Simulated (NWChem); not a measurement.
ethylmethylamine (C$_{3}$H$_{9}$N); SMILES C(C)NC

Results from NWChem. Level B3LYP/def2-SVP: optimisations from one semi-empirical or force-field start; each run changes one setting, and all end within 0.3 mHa of each other. One conformer.

```csv
setting,optimisation steps
"redundant internal coordinates, default thresholds",12
trust radius 0.05,12
loose thresholds,3
tight thresholds,22
```
